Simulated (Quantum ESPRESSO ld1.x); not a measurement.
The numbers below are computed, except where a source is named.
Pr, 59 electrons, occupied as [Kr] 4d10 4f3 5s2 5p5.5 6s2 5d0.5 (fractional occupations, a model configuration).

Code: ld1.x of Quantum ESPRESSO 7.5. Model: scalar-relativistic Kohn-Sham, LDA (Slater exchange, Perdew-Wang correlation), spin-polarised, spherical densities, point nucleus; open shells are filled with parallel spins first.

Energy parts (eV):
| part | energy |
|---|---|
| total | -251169.5 |
| kinetic | 266709.9 |
| electron-nucleus | -609507.9 |
| Hartree | 97316.2 |
| exchange-correlation | -5687.7 |

Orbitals (lengths in bohr, moments of r in powers of bohr; <r^-3> diverges for s and p1/2):
orbital  occ.  eigenvalue (eV)  <r^-3>      <r>      <r^2>      <r^4>
1s up       1         -41776.4       -  0.02411  0.0007907  1.649e-06
1s down     1         -41776.3       -  0.02411  0.0007907  1.649e-06
2s up       1         -6722.64       -   0.1031    0.01255  0.0002704
2s down     1         -6722.59       -   0.1031    0.01255  0.0002704
2p up       3         -6018.23    8475  0.09058    0.01001  0.0001983
2p down     3         -6018.19    8475  0.09058    0.01001  0.0001983
3s up       1         -1450.86       -   0.2727    0.08499    0.01092
3s down     1         -1450.06       -   0.2727    0.08493    0.01091
3p up       3         -1227.74    1710   0.2708    0.08496    0.01140
3p down     3         -1226.95    1711   0.2706    0.08489    0.01138
3d up       5         -913.646   234.1   0.2477    0.07228   0.009381
3d down     5         -913.010   234.3   0.2475    0.07219   0.009356
4s up       1         -289.628       -   0.6230     0.4381     0.2797
4s down     1         -287.519       -   0.6228     0.4378     0.2794
4p up       3         -216.699   371.2   0.6601     0.4957     0.3684
4p down     3         -214.573   371.4   0.6598     0.4953     0.3679
4d up       5         -112.391   41.60   0.7280     0.6154     0.6198
4d down     5         -110.240   41.63   0.7278     0.6151     0.6198
4f up       3          -3.2964   4.372    1.146      1.824      12.05
4f down     0          -1.3061   4.224    1.215      2.182      22.76
5s up       1         -40.9120       -    1.497      2.521      9.416
5s down     1         -39.1000       -    1.507      2.555      9.718
5p up       3         -23.0896   52.13    1.749      3.474      18.78
5p down   2.5         -21.5275   50.53    1.770      3.563      19.94
5d up     0.5          -2.9239   2.285    3.019      11.06      249.8
5d down     0          -2.1546   1.902    3.288      13.32      380.6
6s up       1          -3.9276       -    4.280      20.75      669.5
6s down     1          -3.5804       -    4.433      22.29      776.4

The highest occupied level is 5d up at -2.924 eV. Summed over all electrons, <r^2> = 89.93 bohr^2, which gives a Langevin (diamagnetic) susceptibility term of -71.2 x 10^-6 cm^3/mol. Spin moment in Bohr magnetons: 4. The density falls to 0.001 e/bohr^3 at r = 5.39 bohr.
